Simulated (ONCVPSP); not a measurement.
## N (Z = 7), ONCV: configuration errors across variants

* Element: nitrogen (N)
* Generator: ONCVPSP 4.0.1
* Type: optimised norm-conserving Vanderbilt (ONCV)
* Functional: PBEsol
* Relativity: non-relativistic
* Frozen core: [He]
* Valence charge: 5
* Reference configuration: 2s2 2p2 (charge +1)
* Partial waves: 2s: rc 1.10 bohr, ncon 3, nbas 8, qcut 4.9 1/bohr, 1 projector; 2p: rc 1.40 bohr, ncon 4, nbas 8, qcut 11.8 1/bohr, 2 projectors, debl 2 Ha; d scattering state at 0.24 Ha: rc 1.25 bohr, ncon 5, nbas 8, qcut 8 1/bohr, 2 projectors, debl 2 Ha
* Local potential: polynomial inside 0.95 bohr (lpopt 5, dvloc0 0 Ha)
* Core correction: Teter function, fcfact 4.5, rcfact 1.1

All-electron excitation energies from the reference (eV): (1) 2s2 2p3 -13.527; (2) 2s2 2p1 28.742; (3) 2s2 2p0 75.629; (4) 2s2 2p2.5 -8.461.

Errors AE − PS in meV (a dash: test not solved or not reliable):

| change | (1) | (2) | (3) | (4) | bound ghosts | GHOST(+) flags above zero |
| --- | --- | --- | --- | --- | --- | --- |
| base | +15 | +58 | +411 | +5.5 | none | none |
| s: rc 0.78; local potential polynomial inside 0.78 bohr (lpopt 5, dvloc0 0 Ha) | +9.6 | +42 | +316 | +3.6 | none | none |
| s: rc 0.88; local potential polynomial inside 0.88 bohr (lpopt 5, dvloc0 0 Ha) | +11 | +46 | +340 | +4.1 | none | none |
| s: rc 0.98 | +13 | +51 | +370 | +4.7 | none | none |
| s: rc 1.16 | +16 | +62 | +430 | +6.0 | none | none |
| s: rc 1.26 | +19 | +68 | +465 | +6.8 | none | none |
| s: rc 1.4 | +22 | +77 | +509 | +7.8 | none | none |
| s: rc 1.48 | +24 | +82 | +533 | +8.5 | none | none |
| s: rc 1.58 | +26 | +86 | +561 | +9.2 | none | none |

(1) Give the same row for: s: rc 1.06.

Results:

(1) +14, +56, +397, +5.2; bound ghosts: none; GHOST(+) flags above zero: none.
